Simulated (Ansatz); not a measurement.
Potential energy curve for SMILES [BeH2]. The Be1–H3 bond (Be1 also carries H; H3 carries nothing else) is pulled apart rigidly from the PBE0/def2-TZVP optimised geometry.

- RKS-PBE = Ansatz (a first-principles code) with restricted PBE/aug-cc-pVTZ
- UKS-PBE = unrestricted PBE/aug-cc-pVTZ (Ansatz)
- RKS-PBE0 = restricted PBE0/aug-cc-pVTZ in Ansatz
- FCI = full CI/aug-cc-pVTZ, frozen core in Ansatz

Energies relative to the lowest point of each curve near equilibrium, in kJ/mol; the last columns give the error against full CI:

```csv
R / Å,RKS-PBE,UKS-PBE,RKS-PBE0,FCI,RKS-PBE − FCI,UKS-PBE − FCI,RKS-PBE0 − FCI
0.99,147.4,147.4,146.7,147.4,0.0,0.0,-0.7
1.07,76.4,76.4,75.4,75.7,0.7,0.7,-0.3
1.12,46.6,46.6,45.7,45.8,0.8,0.8,-0.1
1.20,16.5,16.5,15.7,15.8,0.7,0.7,0.0
1.27,3.6,3.6,3.2,3.2,0.4,0.4,0.0
1.31,0.6,0.6,0.4,0.4,0.2,0.2,0.0
1.34,0.0,0.0,0.0,0.0,0.0,0.0,0.0
1.37,0.7,0.7,0.9,0.9,-0.2,-0.2,0.0
1.42,4.3,4.3,4.9,4.8,-0.5,-0.5,0.1
1.49,13.4,13.4,14.6,14.5,-1.0,-1.0,0.2
1.54,22.2,22.2,23.9,23.6,-1.4,-1.4,0.3
1.65,46.2,46.2,49.1,48.4,-2.3,-2.3,0.7
1.80,84.9,84.9,89.8,88.3,-3.3,-3.3,1.6
1.98,134.7,134.7,142.4,138.8,-4.1,-4.1,3.6
2.23,202.2,202.2,214.2,205.7,-3.5,-3.5,8.5
2.38,239.7,239.7,254.5,241.6,-1.9,-1.9,12.9
2.67,303.6,303.4,324.1,299.1,4.4,4.3,25.0
2.95,354.3,343.2,380.7,339.4,14.8,3.7,41.2
3.24,396.2,365.5,428.7,367.0,29.3,-1.4,61.8
3.59,434.6,378.6,474.3,385.7,49.0,-7.0,88.7
4.05,469.3,384.6,517.7,396.3,73.0,-11.7,121.4
4.71,498.0,386.4,556.7,400.6,97.4,-14.2,156.1
```

RKS-PBE is furthest from FCI at 4.71 (97.4 kJ/mol, above); its mean absolute error over the points is 13.1 kJ/mol.

UKS-PBE is furthest from FCI at 4.71 (-14.2 kJ/mol, below); its mean absolute error over the points is 2.9 kJ/mol.

RKS-PBE0 is furthest from FCI at 4.71 (156.1 kJ/mol, above); its mean absolute error over the points is 23.8 kJ/mol.

The restricted form behind RKS-PBE, RKS-PBE0 keeps the bonding electrons paired and can't separate into open-shell fragments. The unrestricted determinant behind UKS-PBE is spin-contaminated at 2.67 to 4.71 Å (<S²> up to 1.0, against 0.00 for a pure singlet).
